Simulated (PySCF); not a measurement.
Telling isomers of C₈H₁₆ apart by NMR

- NMR shieldings at PBE0/pcSseg-1/GIAO
- geometry from GFN2-xTB
- code: PySCF 2.14
- one conformer, one averaged value for each set of equivalent atoms, no solvent, non-relativistic Hamiltonian

Chemical shifts δ = σref − σ; ¹H (31.72 ppm), ¹³C (186.93 ppm) against TMS, all at this level. Where no couplings were computed, multiplicities follow the n + 1 count of equivalent neighbours, and m marks all less simple cases (inequivalent or close neighbours, rings, F or P nearby). Shifts are as computed. Against solution values, carbons near 30 ppm lie about +3 ppm off and those near 130 ppm about +5 ppm. Of 1211 compounds with measured shifts, 218 miss one by over three times the rms of a fit or turn the order of signals round; such compounds aren't used in these exercises.

(1) Tabulate the signals of `CCC1CCCCC1`, `C=C(C)C(C)(C)CC` and their relative energies.

(2) What is the quickest way to tell CCC1CCCCC1 from C=C(C)C(C)(C)CC?

Answers

(1) 
```json
{"SMILES": "CCC1CCCCC1", "carbon types": "1×CH 6×CH2 1×CH3", "δC": "43.7, 37.1, 35.2, 31.0, 30.8, 14.1", "δH": "1.83 (m, 2H), 1.81 (m, 2H), 1.75 (m, 1H), 1.23 (m, 2H), 1.17 (m, 2H), 1.13 (m, 1H), 1.01 (m, 3H), 0.81 (m, 1H), 0.74 (m, 2H)", "E rel. (kcal/mol)": "0.0"}
{"SMILES": "C=C(C)C(C)(C)CC", "carbon types": "2×C 2×CH2 4×CH3", "δC": "161.0, 117.6, 41.3, 36.5, 29.8, 22.5, 11.1", "δH": "5.21 (br s, 1H), 4.95 (br s, 1H), 1.82 (s, 3H), 1.35 (q, 2H), 1.09 (s, 6H), 0.80 (t, 3H)", "E rel. (kcal/mol)": "23.0"}
```

Energies are electronic energies at PBE0/pcSseg-1 on these geometries, without zero-point or thermal terms, each for the one conformer computed, which needn't be the lowest.

(2) Count the carbon signals: 6 against 7. The first has an sp3 CH in a ring at 43.7 ppm, the second a fully substituted alkene carbon (C) at 161.0 ppm. In the proton spectra the most deshielded non-exchanging signals are 1.83 (m, 2H) and 5.21 (br s, 1H).
